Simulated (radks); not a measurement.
The ruthenium ion Ru30+, 14 electrons, occupied as [Ne] 3s2 3p2.

Calculated with a radial shooting solver on a logarithmic mesh with Libxc functionals: scalar-relativistic Kohn-Sham, LDA (Slater exchange, Perdew-Wang correlation), spin-polarised, spherical densities, point nucleus; open shells are filled with parallel spins first (spin-orbit coupling, left out, can overturn this in heavy ions).

Energy parts (hartree):
part                       energy
total                 -3852.34218
kinetic                4003.87699
electron-nucleus      -8372.06341
Hartree                 594.61136
exchange-correlation    -78.76713

Orbitals (lengths in bohr, moments of r in powers of bohr; <r^-3> diverges for s and p1/2; r(90%) holds 90 % of the orbital's charge):
[
 {"orbital": "1s up", "occ.": "1", "eigenvalue (hartree)": "-863.1820", "r(90%)": "0.0600", "<r^-3>": "-", "<r^4>": "5.918e-06"},
 {"orbital": "1s down", "occ.": "1", "eigenvalue (hartree)": "-863.0349", "r(90%)": "0.0600", "<r^-3>": "-", "<r^4>": "5.917e-06"},
 {"orbital": "2s up", "occ.": "1", "eigenvalue (hartree)": "-171.3274", "r(90%)": "0.221", "<r^-3>": "-", "<r^4>": "0.001002"},
 {"orbital": "2s down", "occ.": "1", "eigenvalue (hartree)": "-171.1875", "r(90%)": "0.221", "<r^-3>": "-", "<r^4>": "0.0009983"},
 {"orbital": "2p up", "occ.": "3", "eigenvalue (hartree)": "-159.8916", "r(90%)": "0.203", "<r^-3>": "3078", "<r^4>": "0.0007045"},
 {"orbital": "2p down", "occ.": "3", "eigenvalue (hartree)": "-159.7261", "r(90%)": "0.203", "<r^-3>": "3078", "<r^4>": "0.0007021"},
 {"orbital": "3s up", "occ.": "1", "eigenvalue (hartree)": "-65.93319", "r(90%)": "0.512", "<r^-3>": "-", "<r^4>": "0.02921"},
 {"orbital": "3s down", "occ.": "1", "eigenvalue (hartree)": "-65.45794", "r(90%)": "0.513", "<r^-3>": "-", "<r^4>": "0.02944"},
 {"orbital": "3p up", "occ.": "2", "eigenvalue (hartree)": "-62.30026", "r(90%)": "0.506", "<r^-3>": "750.1", "<r^4>": "0.02747"},
 {"orbital": "3p down", "occ.": "0", "eigenvalue (hartree)": "-61.82219", "r(90%)": "0.507", "<r^-3>": "748.4", "<r^4>": "0.02771"},
 {"orbital": "3d up", "occ.": "0", "eigenvalue (hartree)": "-57.60108", "r(90%)": "0.462", "<r^-3>": "111.4", "<r^4>": "0.01867"},
 {"orbital": "3d down", "occ.": "0", "eigenvalue (hartree)": "-57.17966", "r(90%)": "0.463", "<r^-3>": "112.1", "<r^4>": "0.01871"},
 {"orbital": "4s up", "occ.": "0", "eigenvalue (hartree)": "-34.30144", "r(90%)": "0.932", "<r^-3>": "-", "<r^4>": "0.3340"},
 {"orbital": "4s down", "occ.": "0", "eigenvalue (hartree)": "-34.13387", "r(90%)": "0.936", "<r^-3>": "-", "<r^4>": "0.3391"}
]

The highest occupied level is 3p up at -1695.3 eV. Spin moment in Bohr magnetons: 2.
